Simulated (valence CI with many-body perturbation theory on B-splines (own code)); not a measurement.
E1 line list for Sc⁸⁺

Calculated by relativistic CI+MBPT: three valence electrons over a frozen Dirac-Fock core [Ne], radial functions for each j: 11 s, 11 p, 10 d, 8 f, 5 g, 2 h, with the one-electron correlation potential Σ1, the two-electron term Σ2, the three-electron term Σ3, Breit, model QED; selected CI, second order for the rest, scaled by the run's own slope (own B-spline code, finite nucleus).

No measured levels were compared; by estimate levels of excited configurations hold to 0.05 to 0.15 % of their energy, terms of the ground configuration to about 0.5 %.

Lines 151 to 200 of 578 in falling wavelength, among levels below 1031500 cm⁻¹, chosen from the strongest by gf and those to the six lowest levels. Wavelengths and rates use the calculated energies, so an error of 200 cm⁻¹ moves a line at 47.23 nm by 0.094 % and its rate by three times that or more. Electric multipoles are in the length gauge, E1 and E2 with the static RPA response of the core. Weak lines are less certain than strong ones. Lines between different terms over intervals too small for the method are left out, as are lines whose strength nearly cancels. Where a level lies close to another of its J and parity, the split of strength between their lines is uncertain. The highest levels of a list are the least certain.

Names give the largest LS component (configuration and term), which can be under half, so a name can repeat, a term be missing and a line seem to break the LS rules; names also repeat where a configuration has a term twice. Letters in brackets count levels of one name in rising energy.

```
λ vac (nm)               Upper               Lower   A (s⁻¹)  S (a.u.)
     47.23   3p3d² ²D°_5/2 [a]    3p²3d ²P_3/2 [b]  1.86e+09  5.81e-01
     47.20   3p3d² ²G°_9/2 [a]    3p²3d ²F_7/2 [b]  2.81e+09  1.46e+00
     47.03    3p²3d ²D_3/2 [a]  3s3p3d ²D°_3/2 [a]  2.41e+09  4.95e-01
     46.82   3p3d² ²G°_7/2 [a]    3p²3d ²F_5/2 [b]  2.94e+09  1.19e+00
     46.66        3p²3d ⁴F_7/2      3s3p3d ⁴F°_9/2  1.15e+09  4.62e-01
     46.62       3p3d² ⁴F°_9/2    3p²3d ²F_7/2 [b]  1.10e+09  5.49e-01
     46.55       3p3d² ⁴F°_7/2    3p²3d ²F_5/2 [b]  1.16e+09  4.61e-01
     46.54        3p²3d ⁴F_5/2      3s3p3d ⁴F°_7/2  1.69e+09  5.04e-01
     46.44        3p²3d ⁴F_3/2      3s3p3d ⁴F°_5/2  1.69e+09  3.33e-01
     46.21        3p²3d ⁴F_9/2      3s3p3d ⁴F°_9/2  6.15e+09  2.99e+00
     46.18        3p²3d ⁴F_3/2      3s3p3d ⁴F°_3/2  4.87e+09  9.47e-01
     46.17        3p²3d ⁴F_5/2      3s3p3d ⁴F°_5/2  4.05e+09  1.18e+00
     46.16        3p²3d ⁴F_7/2      3s3p3d ⁴F°_7/2  4.58e+09  1.78e+00
     45.80        3p²3d ⁴F_7/2      3s3p3d ⁴F°_5/2  1.01e+09  3.83e-01
     45.72        3p²3d ⁴F_9/2      3s3p3d ⁴F°_7/2  7.13e+08  3.36e-01
     45.69    3p²3d ²P_3/2 [b]  3s3p3d ²F°_5/2 [a]  1.68e+09  3.17e-01
     45.12    3p²3d ²D_5/2 [c]  3s3p3d ²F°_7/2 [b]  4.73e+09  1.29e+00
     45.12    3p²3d ²D_5/2 [b]  3s3p3d ²F°_7/2 [a]  6.41e+09  1.74e+00
     45.10   3p3d² ²F°_7/2 [c]        3s3d² ²D_5/2  1.31e+09  4.75e-01
     44.97    3p²3d ²D_3/2 [c]  3s3p3d ²F°_5/2 [b]  5.10e+09  9.15e-01
     44.89   3p3d² ⁴D°_7/2 [b]        3s3d² ⁴F_9/2  3.97e+09  1.42e+00
     44.88    3p²3d ²D_3/2 [b]  3s3p3d ²F°_5/2 [a]  5.21e+09  9.29e-01
     44.79   3p3d² ⁴D°_5/2 [b]        3s3d² ⁴F_7/2  3.84e+09  1.02e+00
     44.77       3p3d² ⁴S°_3/2        3s3d² ⁴P_5/2  2.89e+09  5.12e-01
     44.75   3p3d² ⁴D°_5/2 [b]        3s3d² ⁴F_5/2  1.16e+09  3.08e-01
     44.74       3p3d² ⁴S°_3/2        3s3d² ⁴P_3/2  2.23e+09  3.95e-01
     44.71   3p3d² ⁴D°_3/2 [b]        3s3d² ⁴F_5/2  4.02e+09  7.09e-01
     44.65   3p3d² ⁴D°_1/2 [b]        3s3d² ⁴F_3/2  5.45e+09  4.79e-01
     44.62         3p³ ²D°_3/2        3s3p² ⁴P_5/2  1.68e+07  2.94e-03
     44.61   3p3d² ²F°_7/2 [c]        3s3d² ²G_9/2  3.71e+09  1.30e+00
     44.49    3p²3d ²D_3/2 [c]  3s3p3d ²P°_1/2 [a]  6.74e+09  1.17e+00
     44.48    3p²3d ²D_5/2 [c]  3s3p3d ²P°_3/2 [a]  8.73e+09  2.27e+00
     44.30   3p3d² ²F°_5/2 [c]        3s3d² ²G_7/2  4.58e+09  1.18e+00
     44.14  3s3p3d ²F°_7/2 [b]        3s²3d ²D_5/2  1.16e+10  3.93e+00
     43.97        3p²3d ⁴P_5/2      3s3p3d ⁴D°_7/2  6.51e+09  1.64e+00
     43.90         3p³ ²P°_3/2        3s3p² ²D_5/2  5.40e+09  9.02e-01
     43.89         3p³ ²P°_1/2        3s3p² ²D_3/2  6.41e+09  5.35e-01
     43.85  3s3p3d ²F°_5/2 [b]        3s²3d ²D_3/2  1.13e+10  2.81e+00
     43.83         3p³ ²P°_3/2        3s3p² ²D_3/2  6.00e+08  9.97e-02
     43.81        3p²3d ⁴P_3/2      3s3p3d ⁴D°_5/2  6.97e+09  1.16e+00
     43.78   3p3d² ²G°_9/2 [b]        3s3d² ²G_9/2  3.14e+09  1.30e+00
     43.75        3p²3d ⁴D_7/2      3s3p3d ⁴F°_9/2  5.18e+09  1.71e+00
     43.67      3s3p3d ⁴F°_3/2        3s3p² ²D_3/2  4.91e+07  8.07e-03
     43.62        3p²3d ⁴P_1/2      3s3p3d ⁴D°_3/2  7.29e+09  5.97e-01
     43.59        3p²3d ⁴D_5/2      3s3p3d ⁴F°_7/2  4.80e+09  1.18e+00
     43.58   3p3d² ²G°_7/2 [b]        3s3d² ²G_7/2  3.23e+09  1.05e+00
     43.50        3p²3d ⁴P_1/2      3s3p3d ⁴P°_1/2  4.49e+09  3.65e-01
     43.37    3p²3d ²F_7/2 [b]  3s3p3d ²F°_7/2 [a]  4.65e+09  1.50e+00
     43.32        3p²3d ⁴D_3/2      3s3p3d ⁴F°_5/2  4.56e+09  7.32e-01
     43.31        3p²3d ⁴D_7/2      3s3p3d ⁴F°_7/2  1.09e+09  3.50e-01
```
